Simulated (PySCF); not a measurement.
Compound: C2H2Cl3F3Si.
SMILES with atom numbers: `[F:1][C:2]([F:3])([F:4])[SiH2:5][C:6]([Cl:7])([Cl:8])[Cl:9]` (hydrogens: H10, H11 on Si5)

Structure used (PBE0-D3(BJ)/def2-SVP), in Å, numbered top down from 1:
```
atom  x, y, z in Å
F1    -2.5369    0.1440   -0.9162
C2    -1.5017   -0.4825   -0.3303
F3    -1.2533   -1.5875   -1.0375
F4    -1.9026   -0.8628    0.8861
Si5   -0.0027    0.7392   -0.2739
C6     1.5161   -0.1103    0.5190
Cl7    1.1306   -0.6171    2.1770
Cl8    1.9989   -1.5154   -0.4549
Cl9    2.8316    1.0964    0.5406
H10    0.3387    1.1160   -1.6680
H11   -0.3924    1.8978    0.5679
```

Computed with PySCF at wB97X-D/def2-SVPD, non-relativistic, on one gas-phase PBE0-D3(BJ)/def2-SVP geometry that isn't relaxed in the solvent. The solvent is an IEF-PCM continuum (van der Waals radii × 1.2), and excitations are vertical TDDFT with non-equilibrium linear response and a frozen core. The model holds no explicit solvent molecules, cavitation or dispersion.

Gas-phase singlets (H = HOMO, L = LUMO):

| state | E (eV) | λ (nm) | f | leading configurations |
| --- | --- | --- | --- | --- |
| S1 | 6.311 | 196 | 0.008 | H→L 92% |
| S2 | 6.506 | 191 | 0.000 | H-1→L 90% |
| S3 | 6.811 | 182 | 0.000 | H-3→L 46%, H→L+1 38% |
| S4 | 6.824 | 182 | 0.000 | H-2→L 56%, H→L+2 31% |
| S5 | 7.265 | 171 | 0.016 | H-1→L+1 58%, H-5→L 16% |

Task: How does the list change in chloroform (ε = 4.711)?

Result: 
```
state  E (eV)  λ (nm)      f  leading configurations  change by rank (eV)
   S1   6.315     196  0.009                 H→L 92%               +0.004
   S2   6.540     190  0.000               H-1→L 90%               +0.034
   S3   6.824     182  0.000    H-3→L 46%, H→L+1 39%               +0.013
   S4   6.841     181  0.000    H-2→L 56%, H→L+2 31%               +0.017
   S5   7.293     170  0.026  H-1→L+1 56%, H-5→L 15%               +0.028
```

Task: How do the frontier levels move from gas to chloroform?

Result: 
```tsv
orbital	gas (eV)	solvent (eV)	change (eV)	Löwdin shares, gas	Löwdin shares, solvent
LUMO+2	1.26	1.38	+0.12	C6 28 %, Cl7 26 %, Cl8 26 %, Si5 9 %	C6 29 %, Cl7 26 %, Cl8 26 %, Si5 8 %
LUMO+1	1.11	1.25	+0.14	Cl9 28 %, C6 27 %, Cl8 13 %, Cl7 13 %	Cl9 28 %, C6 27 %, Cl8 14 %, Cl7 14 %
LUMO	0.42	0.54	+0.12	Cl9 26 %, C6 22 %, Cl8 21 %, Cl7 21 %	Cl9 26 %, C6 22 %, Cl8 21 %, Cl7 21 %
HOMO	-10.79	-10.70	+0.09	Cl9 21 %, Cl7 21 %, Cl8 21 %, C6 19 %	Cl9 21 %, Cl7 21 %, Cl8 21 %, C6 19 %
HOMO-1	-11.08	-11.01	+0.07	Cl8 34 %, Cl7 34 %, Cl9 31 %	Cl8 34 %, Cl7 34 %, Cl9 32 %
HOMO-2	-11.47	-11.38	+0.09	Cl8 37 %, Cl7 36 %, Cl9 13 %, Si5 5 %	Cl8 37 %, Cl7 35 %, Cl9 13 %, Si5 6 %
HOMO-3	-11.49	-11.41	+0.08	Cl9 38 %, Cl7 21 %, Cl8 20 %, Si5 6 %	Cl9 38 %, Cl7 21 %, Cl8 19 %, Si5 6 %
```

The HOMO–LUMO gap goes from 11.22 to 11.24 eV.
